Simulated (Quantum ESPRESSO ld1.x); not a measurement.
The numbers below are computed, except where a source is named.
One sound ld1.x (Quantum ESPRESSO 7.5) input for neutral thulium gives E = -13582.18 hartree in 37 iterations:

```
 &input
    zed=69.0,
    iswitch=1,
    rel=2,
    dft='PBE',
    config='[Xe] 4f13 6s2',
    verbosity='high',
    lsmall=.true.,
    prefix='ld1',
    max_out_wfc=37,
    file_charge='ld1.rho',
 /
```

Changed or added lines, one case at a time, and what came of them:

- atom='Tm': harmless. atom and zed name the same element, and the result equals that of the sound run.
- atom='D2' (without zed): crashed. The program stops in dirsol with "no classical turning point found": the symbol names no element.
- config='[Xe] 4f13 6s2 7p2': spurious. The string holds 71 electrons for Z = 69, so the species has charge -2 and is not the one meant. The equations of the added shell fail (the log warns of at least one error in the KS equations), so the printed solution is spurious even though the residual is small.
- confg=1: refused. The program stops in ld1_readin with "reading input namelist": the namelist holds a keyword that &input does not know.
- config='[Xe] 4f13 6s2 5g1': refused. The program stops in el_config with "l not found:G": the config string knows s, p, d and f alone.
- lsd=2: refused. The program stops in ld1_readin with "lsd not correct": lsd takes 0 or 1.
- config='[Xe] 4f13 6s2 8s1': refused. The program stops in el_config with "wrong main quantum number": the config string takes n from 1 to 7 alone.
